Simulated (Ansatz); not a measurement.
Input file for Ansatz (a program for electronic structure): R-CCSD(T)/aug-cc-pV(D+d)Z on CH7AlO (a complex). Files ending in .json are basis or fitting sets from the Basis Set Exchange.

Ansatz 0.2 input:
```yaml
crystal:
  periodic: [false, false, false]
  atoms:
    - {symbol: C, position_ang: [-0.17782191, 0.91678711, -0.61249953]}
    - {symbol: Al, position_ang: [-0.32978266, -0.37361313, 0.86026338]}
    - {symbol: H, position_ang: [0.86233420, 1.09224218, -0.90214643]}
    - {symbol: H, position_ang: [-0.69800575, 0.55581439, -1.50582924]}
    - {symbol: H, position_ang: [-0.61951890, 1.88521093, -0.36002209]}
    - {symbol: H, position_ang: [0.58492859, -1.68608149, 0.82906625]}
    - {symbol: H, position_ang: [-1.71430386, -0.46922958, 1.65672070]}
    - {symbol: O, position_ang: [0.69612042, 0.51334853, 2.40454891]}
    - {symbol: H, position_ang: [1.43037866, -0.04363036, 2.69496609]}
    - {symbol: H, position_ang: [0.11806920, 0.65621697, 3.16557442]}
basis:
  gaussian:
    orbitals: aug-cc-pV_D+d_Z.json
magnetization: {spin_polarized: false}
correlation: {method: ccsd_t, electrons: outside_noble_gas}
scf: {lower_state_search: off}
```

Output:

```
WARN ansatz: RAYON_NUM_THREADS=1 ignored (pool sized by the plan → 1); use --threads N
Functional definition: HF
these checks for a lower state are left out or cut short: stability, starts, cluster_reference, orbital_swaps, neighbouring_geometries, increment
integrals: 0.36 GiB planned
1382 factors; integrals over basis functions are off by at most 9.5e-4 eV
mean field: 0.35 GiB planned
mean field evaluation 1: about -9758.2836 eV, gradient 4.1e1 eV
mean field evaluation 2: about -9758.2835 eV, gradient 4.1e1 eV
mean field evaluation 4: about -9762.1494 eV, gradient 3.2e0 eV
mean field evaluation 8: about -9762.1883 eV, gradient 2.0e-4 eV
mean field -9762.18833167 eV, -358.7538041398 hartree, gradient 1.6e-6 eV, S^2 0.000000; 0 other end points of the search recorded, 0 dependent functions left out
7 core orbitals not correlated
reference -9762.18833167 eV, -358.7538041398 hartree; 10, 10 occupied and 124, 124 virtual orbitals, 1382 factors
second order -12.37221837 eV of doubles, -0.00000000 eV of singles
coupled cluster: 1.08 GiB planned
cycle   1  -13.14659259 eV  change   -7.7e-1 eV  update   7.8e-2
cycle   2  -13.50903859 eV  change   -3.6e-1 eV  update   2.3e-2
cycle   3  -13.56742215 eV  change   -5.8e-2 eV  update   8.9e-3
cycle   4  -13.56514836 eV  change    2.3e-3 eV  update   2.1e-3
cycle   5  -13.56511620 eV  change    3.2e-5 eV  update   7.0e-4
cycle   6  -13.56514688 eV  change   -3.1e-5 eV  update   2.0e-4
cycle   7  -13.56507702 eV  change    7.0e-5 eV  update   6.9e-5
cycle   8  -13.56506715 eV  change    9.9e-6 eV  update   2.3e-5
perturbative correction -0.34675101 eV, -0.0127428645 hartree
Total energy: -9776.10014983 eV, -359.2650540275 hartree
Checks for a lower state left out: stability, starts, cluster_reference, orbital_swaps, neighbouring_geometries, increment
```

Self-consistency was reached.

Cost: about 12 core-seconds (a rough figure).
